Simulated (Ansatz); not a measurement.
Species: C3H5Cl, charge 0, multiplicity 1. SMILES: Cl/C=C/C
Structure (B3LYP-D3(BJ)/def2-TZVP (Ansatz, a quantum-chemistry and plane-wave program) minimum search):
```xyz
9

C     -2.4001     0.0573    -0.0666
C     -0.9526     0.4339    -0.0613
C      0.0292    -0.4473     0.0387
Cl     1.7132    -0.0083     0.0448
H     -2.8847     0.3888    -0.9890
H     -2.9297     0.5371     0.7609
H     -2.5361    -1.0211     0.0213
H     -0.7075     1.4873    -0.1443
H     -0.1263    -1.5137     0.1251
```
Charge 0, spin multiplicity 1.

Wanted: vertical triplet-singlet gap, E(triplet) - E(singlet), in eV. Terms: dispersion terms only where a functional's name holds one; valence correlation only; each state is the SCF solution reached for its charge and spin; UHF or UKS for open shells; 6-31G* and kin with 6d, 5d where marked; non-relativistic; no spin-orbit coupling. Basis-set limits of correlation are two-point, X^-3; Hartree-Fock from the larger set. [CCSD(T)-MP2]/basis is that difference in the basis named. Ab initio and DFT rows: single points at B3LYP-D3(BJ) geometries (Ansatz). Levels can end on unlike triplets.

```csv
species,coefficient,"E at HF/6-31G* (Ansatz), Eh","E at wB97X-V/def2-TZVPD (Ansatz), Eh"
"charge 0, triplet",+1,-575.84634,-577.30115
"charge 0, singlet",-1,-575.97308,-577.45990
```

Coupled cluster (Ansatz) is a level with limits of its own, used here on species with T1 under 0.025 (0.045 for open shells) and stable references: RI-MP2/CBS(aug-cc-pV(T+d)Z,aug-cc-pV(Q+d)Z)+[CCSD(T)-MP2]/aug-cc-pV(T+d)Z. Value to compare with, RI-MP2/CBS(aug-cc-pV(T+d)Z,aug-cc-pV(Q+d)Z)+[CCSD(T)-MP2]/aug-cc-pV(T+d)Z (Ansatz): 4.44 eV. 1 Eh = 27.2114 eV.

**Question.** Work the quantity out at each level, and compare with RI-MP2/CBS(aug-cc-pV(T+d)Z,aug-cc-pV(Q+d)Z)+[CCSD(T)-MP2]/aug-cc-pV(T+d)Z (Ansatz).

**Answer.** 
- HF/6-31G*: the sum of coefficient times E is 0.12674 Eh, or 3.449 eV. Result: 3.45 eV. Its difference against RI-MP2/CBS(aug-cc-pV(T+d)Z,aug-cc-pV(Q+d)Z)+[CCSD(T)-MP2]/aug-cc-pV(T+d)Z (Ansatz) is -0.99 eV.
- wB97X-V/def2-TZVPD: the sum of coefficient times E is 0.15875 Eh, or 4.320 eV. Result: 4.32 eV. Its difference against RI-MP2/CBS(aug-cc-pV(T+d)Z,aug-cc-pV(Q+d)Z)+[CCSD(T)-MP2]/aug-cc-pV(T+d)Z (Ansatz) is -0.12 eV.
